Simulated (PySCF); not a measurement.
CBrF2, SMILES F[C](F)Br, doublet at its PBE0/def2-SVP optimised geometry (Å):

```
4

F     -0.7305    -1.2629     0.9330
C     -0.2675    -0.4695     0.0000
F      1.0419    -0.4695     0.0000
Br    -1.0419     1.2629     0.0000
```

Method: unrestricted PBE0/def2-TZVP run with PySCF 2.14.0. Cells within 0.4 Å of a nucleus heavier than hydrogen are left out (blank, or x).

Map of the log10 of the electron density (e/bohr³), floored at −4 on the plane z = 0.0 Å:

```
|00000001111111100000000000000|
|00000112222222211000000000000|
|00001223333333322100000000000|
|00012334445544432210000000000|
|00123345556655443211000000000|
|01233456667766544321000000000|
|01234566778776654321000000000|
|12345567899887654322100000000|
|123456789xxx87765432100000000|
|123456789xxx97765432210000000|
|123456789xxx87665433321100000|
|12345667899887665544432200000|
|12234567778877666666543210000|
|01234556677777767777654321000|
|01223455667788778899865421000|
|001223445678xxx88xxx975431000|
|000122345678xxx89xxx976431000|
|000012345677xxx889xx875421000|
|00001234566777777888765321000|
|00001234566777666777654320000|
|00000123456666555555543210000|
|00000123455555544444432100000|
|00000122344554433333221000000|
|00000012233443322221110000000|
|00000001222332211100000000000|
|00000000111211100000000000000|
|00000000000000000000000000000|
|00000000000000000000000000000|
|00000000000000000000000000000|
```
Scale: ten equal steps from -4.00 (start of '0') to 0.071 (end of '9'), in the order '0123456789'; x runs from -3.50 to 3.50, y from -3.50 (bottom) to 3.50 (top).
